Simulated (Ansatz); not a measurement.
`CC[SiH](F)Br` + `S[SiH]1CC1` → `CS[SiH]1CC1` + `C[SiH](F)Br`  (substitution at a C–C bond)

Computed with Ansatz on PBE0-D4/def2-TZVP structures; ΔE is electronic, products minus reactants. CBS: MP2 limit from def2 TZ/QZ plus the TZ coupled-cluster correction, frozen cores. Functionals use def2-TZVPP. B3LYP here is the variant with VWN-RPA as its local correlation; programs differ in this. For Br outer-core shells are correlated without core-valence functions, which leaves a few kJ/mol of doubt a bond. Scalar relativity is left out up to krypton. One conformer a species, not always the lowest.

```json
{"level": "PBE-D4", "ΔE (kJ/mol)": "-1.3", "difference from CCSD(T)/CBS": "-2.8"}
{"level": "r2SCAN-D4", "ΔE (kJ/mol)": "-0.8", "difference from CCSD(T)/CBS": "-2.3"}
{"level": "PBE0-D4", "ΔE (kJ/mol)": "0.7", "difference from CCSD(T)/CBS": "-0.8"}
{"level": "B3LYP-D4", "ΔE (kJ/mol)": "-0.4", "difference from CCSD(T)/CBS": "-1.9"}
{"level": "ωB97X-V", "ΔE (kJ/mol)": "2.2", "difference from CCSD(T)/CBS": "0.7"}
{"level": "ωB97M-V", "ΔE (kJ/mol)": "1.9", "difference from CCSD(T)/CBS": "0.4"}
{"level": "B2PLYP", "ΔE (kJ/mol)": "0.7", "difference from CCSD(T)/CBS": "-0.8"}
{"level": "PBE", "ΔE (kJ/mol)": "-0.9", "difference from CCSD(T)/CBS": "-2.4"}
{"level": "r2SCAN", "ΔE (kJ/mol)": "-0.7", "difference from CCSD(T)/CBS": "-2.2"}
{"level": "PBE0", "ΔE (kJ/mol)": "1.1", "difference from CCSD(T)/CBS": "-0.4"}
{"level": "B3LYP", "ΔE (kJ/mol)": "0.4", "difference from CCSD(T)/CBS": "-1.1"}
{"level": "HF/def2-TZVPP", "ΔE (kJ/mol)": "3.9", "difference from CCSD(T)/CBS": "2.4"}
{"level": "MP2/def2-TZVPP", "ΔE (kJ/mol)": "1.9", "difference from CCSD(T)/CBS": "0.4"}
{"level": "SCS-MP2/def2-TZVPP", "ΔE (kJ/mol)": "2.5", "difference from CCSD(T)/CBS": "1.0"}
{"level": "CCSD/def2-TZVPP", "ΔE (kJ/mol)": "5.6", "difference from CCSD(T)/CBS": "4.1"}
{"level": "CCSD(T)/def2-TZVPP", "ΔE (kJ/mol)": "4.2", "difference from CCSD(T)/CBS": "2.7"}
{"level": "HF/def2-QZVPP", "ΔE (kJ/mol)": "3.5", "difference from CCSD(T)/CBS": "2.0"}
{"level": "MP2/def2-QZVPP", "ΔE (kJ/mol)": "0.2", "difference from CCSD(T)/CBS": "-1.3"}
{"level": "SCS-MP2/def2-QZVPP", "ΔE (kJ/mol)": "0.9", "difference from CCSD(T)/CBS": "-0.6"}
{"level": "HF/CBS(def2)", "ΔE (kJ/mol)": "3.5", "difference from CCSD(T)/CBS": "2.0"}
{"level": "MP2/CBS(def2)", "ΔE (kJ/mol)": "-0.9", "difference from CCSD(T)/CBS": "-2.4"}
{"level": "CCSD/CBS(def2)", "ΔE (kJ/mol)": "2.9", "difference from CCSD(T)/CBS": "1.4"}
{"level": "CCSD(T)/CBS", "ΔE (kJ/mol)": "1.5", "difference from CCSD(T)/CBS": "0"}
```

Largest T1 diagnostic among the species: 0.011.
